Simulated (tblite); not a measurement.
Record of a relaxation.

Species: CH15BOSi5.
Numbering: `[SiH3:1][CH2:2][Si@@H:3]([BH:4][O:5][SiH3:6])[SiH2:7][SiH3:8]` (hydrogens: H9, H10, H11 on Si1; H12, H13 on C2; H14 on Si3; H15 on B4; H16, H17, H18 on Si6; H19, H20 on Si7; H21, H22, H23 on Si8)

Computed with GFN2-xTB (tblite), gas phase: L-BFGS steps from a force-field or distance-geometry start until the largest atomic force falls under 0.01 eV/Å. 5 of its 147 geometries are shown.

Step 0: E = -646.1980 eV, largest atomic force 3.564 eV/Å
```
atom  x, y, z in Å  |  force x, y, z in eV/Å
Si1     0.449    3.126   -0.353    0.271   0.656   0.068
C2     -0.639    1.644   -0.024   -0.602  -0.005   1.115
Si3    -0.292    0.295   -1.271    0.980   0.329  -0.657
B4      1.457   -0.491   -1.028    1.883   1.442   1.022
O5      2.397    0.055   -0.039   -2.159  -2.828   0.212
Si6     2.225   -0.895    1.375    0.798   1.084  -0.724
Si7    -1.852   -1.288   -1.069   -0.911  -0.346  -0.640
Si8    -1.756   -2.151    0.994   -0.289  -0.579   0.729
H9      0.130    4.181    0.622    0.032  -0.005  -0.054
H10     0.172    3.624   -1.707    0.018   0.021   0.055
H11     1.856    2.765   -0.230    0.040   0.034  -0.006
H12    -1.703    1.939   -0.079    0.439  -0.128   0.238
H13    -0.435    1.256    1.016   -0.343   0.391  -0.939
H14    -0.385    0.863   -2.631   -0.047   0.151  -0.083
H15     1.805   -1.349   -1.750    0.313  -0.087   0.188
H16     3.297   -0.537    2.333   -0.195   0.125  -0.552
H17     2.341   -2.325    1.065   -0.059   0.083  -0.053
H18     0.934   -0.625    2.018   -0.008   0.008  -0.120
H19    -3.181   -0.696   -1.281   -0.071  -0.180  -0.199
H20    -1.605   -2.348   -2.050   -0.218  -0.032  -0.145
H21    -2.865   -3.109    1.170    0.241   0.087   0.248
H22    -1.884   -1.069    1.977    0.010  -0.187   0.131
H23    -0.470   -2.837    1.182   -0.121  -0.031   0.167
```

Step 36: E = -647.4439 eV, largest atomic force 0.051 eV/Å
```
atom  x, y, z in Å  |  force x, y, z in eV/Å
Si1     0.481    3.267   -0.320   -0.016  -0.044   0.004
C2     -0.583    1.707   -0.154   -0.007  -0.031  -0.001
Si3    -0.261    0.323   -1.451   -0.030   0.006  -0.011
B4      1.511   -0.496   -1.194   -0.012  -0.024  -0.030
O5      1.953   -0.777    0.014    0.037  -0.015  -0.012
Si6     2.233   -1.038    1.575   -0.002   0.017   0.001
Si7    -1.920   -1.299   -1.105    0.026   0.007   0.042
Si8    -1.856   -2.227    1.020   -0.019   0.001  -0.024
H9      0.111    4.226    0.728    0.020   0.011  -0.011
H10     0.273    3.882   -1.633   -0.015   0.011   0.009
H11     1.899    2.921   -0.176    0.016  -0.012   0.016
H12    -1.635    1.995   -0.173    0.010  -0.016  -0.023
H13    -0.409    1.275    0.834   -0.010   0.016   0.007
H14    -0.479    0.975   -2.768    0.015  -0.011   0.039
H15     2.194   -0.855   -2.098    0.001   0.035   0.003
H16     3.390   -0.200    1.877    0.040   0.006   0.009
H17     2.506   -2.473    1.674   -0.020   0.044   0.017
H18     1.081   -0.644    2.394   -0.018  -0.019  -0.028
H19    -3.280   -0.805   -1.384    0.003   0.000   0.000
H20    -1.771   -2.400   -2.078   -0.016   0.005  -0.009
H21    -2.908   -3.201    1.335    0.016   0.021   0.001
H22    -1.950   -1.201    2.068    0.003  -0.025  -0.006
H23    -0.585   -2.929    1.252   -0.024   0.016   0.006
```

Step 73: E = -647.4638 eV, largest atomic force 0.048 eV/Å
```
atom  x, y, z in Å  |  force x, y, z in eV/Å
Si1     0.514    3.179   -0.273    0.002   0.003  -0.001
C2     -0.590    1.645   -0.145    0.016   0.001  -0.016
Si3    -0.232    0.266   -1.438    0.001  -0.007   0.033
B4      1.590   -0.456   -1.252    0.013  -0.025  -0.013
O5      2.106   -0.764   -0.079   -0.020   0.011  -0.002
Si6     2.222   -0.929    1.520    0.007  -0.006  -0.018
Si7    -1.915   -1.317   -1.072   -0.009   0.009  -0.003
Si8    -1.907   -2.256    1.047    0.020  -0.003   0.043
H9      0.181    4.134    0.789    0.004   0.010   0.020
H10     0.314    3.831   -1.568    0.003   0.008  -0.014
H11     1.922    2.790   -0.138    0.015  -0.013   0.010
H12    -1.633    1.954   -0.233    0.017  -0.018   0.035
H13    -0.476    1.219    0.854   -0.038   0.006  -0.020
H14    -0.467    0.931   -2.742   -0.011   0.007  -0.034
H15     2.274   -0.698   -2.191   -0.001   0.005  -0.008
H16     3.374   -0.100    1.866    0.000   0.003   0.028
H17     2.439   -2.362    1.711    0.000   0.022   0.004
H18     1.006   -0.484    2.211    0.008   0.001   0.002
H19    -3.242   -0.726   -1.330   -0.003  -0.032   0.004
H20    -1.852   -2.412   -2.059   -0.006  -0.002  -0.006
H21    -2.974   -3.218    1.343    0.019   0.020  -0.017
H22    -2.011   -1.234    2.098   -0.006  -0.013  -0.014
H23    -0.647   -2.965    1.315   -0.031   0.012  -0.015
```

Step 110: E = -647.4726 eV, largest atomic force 0.017 eV/Å
```
atom  x, y, z in Å  |  force x, y, z in eV/Å
Si1     0.622    3.065   -0.180   -0.002  -0.006  -0.003
C2     -0.620    1.634   -0.164   -0.006   0.004  -0.004
Si3    -0.300    0.255   -1.470    0.008  -0.002   0.013
B4      1.543   -0.423   -1.298   -0.001  -0.002  -0.002
O5      2.081   -0.678   -0.121   -0.014   0.003   0.008
Si6     2.211   -0.787    1.482    0.002  -0.005   0.002
Si7    -1.941   -1.371   -1.090    0.003   0.009  -0.002
Si8    -1.921   -2.253    1.054    0.002   0.004   0.000
H9      0.350    3.993    0.925   -0.002  -0.004   0.000
H10     0.528    3.797   -1.445   -0.004   0.001   0.000
H11     1.986    2.543   -0.028   -0.004  -0.005   0.008
H12    -1.628    2.031   -0.294   -0.002   0.000  -0.001
H13    -0.605    1.177    0.828   -0.003  -0.005  -0.015
H14    -0.572    0.914   -2.773    0.009   0.005   0.014
H15     2.226   -0.661   -2.237    0.003  -0.010  -0.009
H16     3.332    0.089    1.815    0.003   0.009  -0.008
H17     2.482   -2.203    1.715    0.000  -0.004  -0.002
H18     0.985   -0.368    2.172   -0.001  -0.001  -0.010
H19    -3.293   -0.867   -1.393    0.004  -0.005   0.013
H20    -1.806   -2.488   -2.047    0.003   0.007   0.011
H21    -2.972   -3.224    1.371    0.002   0.001  -0.011
H22    -2.044   -1.213    2.083    0.002   0.003  -0.005
H23    -0.650   -2.937    1.332   -0.004   0.004   0.003
```

Step 146: E = -647.4747 eV, largest atomic force 0.010 eV/Å
```
atom  x, y, z in Å  |  force x, y, z in eV/Å
Si1     0.627    3.041   -0.130    0.001  -0.001   0.002
C2     -0.638    1.632   -0.181   -0.002   0.002   0.006
Si3    -0.298    0.258   -1.486   -0.005   0.006   0.004
B4      1.530   -0.458   -1.322    0.000   0.002   0.002
O5      2.079   -0.696   -0.146   -0.001  -0.004   0.004
Si6     2.219   -0.760    1.458   -0.002  -0.002   0.001
Si7    -1.936   -1.367   -1.091    0.000  -0.001   0.003
Si8    -1.910   -2.229    1.061   -0.001   0.002  -0.007
H9      0.329    3.954    0.980   -0.005   0.005   0.001
H10     0.590    3.794   -1.386    0.002   0.000  -0.001
H11     1.974    2.493    0.068    0.002  -0.003  -0.002
H12    -1.633    2.049   -0.345    0.001  -0.005  -0.006
H13    -0.671    1.165    0.805    0.002  -0.005   0.000
H14    -0.557    0.923   -2.787   -0.002  -0.001   0.002
H15     2.186   -0.749   -2.266    0.007  -0.002   0.003
H16     3.320    0.152    1.759    0.001  -0.003  -0.002
H17     2.525   -2.165    1.728   -0.001   0.009  -0.003
H18     0.984   -0.353    2.137    0.007  -0.001  -0.003
H19    -3.293   -0.875   -1.392    0.004  -0.004   0.002
H20    -1.792   -2.492   -2.037   -0.006  -0.001   0.002
H21    -2.950   -3.216    1.369    0.005   0.007   0.002
H22    -2.060   -1.181    2.080   -0.001  -0.007  -0.006
H23    -0.632   -2.891    1.359   -0.005   0.007  -0.003
```

**Question.** Summarise the path.

**Answer.** The energy falls by 1.2767 eV from step 0 to step 146; nine tenths of that is first reached at step 19. It falls at every step. The largest force goes from 3.564 to 0.010 eV/Å. Among the bonds B4–O5 changes most, from 1.470 to 1.319 Å; the atoms move by 0.438 Å rms after alignment.

The cost below is that of the whole relaxation. Hardware: one thread, Arm Neoverse V1 (aarch64), on a shared host. Cost: 2.1 s.
